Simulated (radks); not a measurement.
Removal energies from neutral platinum, [Xe] 4f14 5d(3/2: 4, 5/2: 5) 6s1, by Delta-SCF beside the eigenvalue of the level emptied. All-electron calculation, Dirac Kohn-Sham, BLYP, spin-unpolarised, spherical densities, finite nucleus; Fermi nuclear charge, rms radius of each element as measured or else 0.836 A^(1/3) + 0.57 fm. Program: a radial shooting solver on a logarithmic mesh with Libxc functionals. Sub-shells are occupied by j as written (lower j first in brackets).

removed from	final configuration	Delta-SCF (eV)	-eigenvalue (eV)
6s1/2	[Xe] 4f14 5d(3/2: 4, 5/2: 5)	9.232	5.653
5d5/2	[Xe] 4f14 5d(3/2: 4, 5/2: 4) 6s1	10.442	5.493
5d3/2	[Xe] 4f14 5d(3/2: 3, 5/2: 5) 6s1	11.893	6.817
5p3/2	[Kr] 4d10 4f14 5s2 5p(1/2: 2, 3/2: 3) 5d(3/2: 4, 5/2: 5) 6s1	57.881	51.792
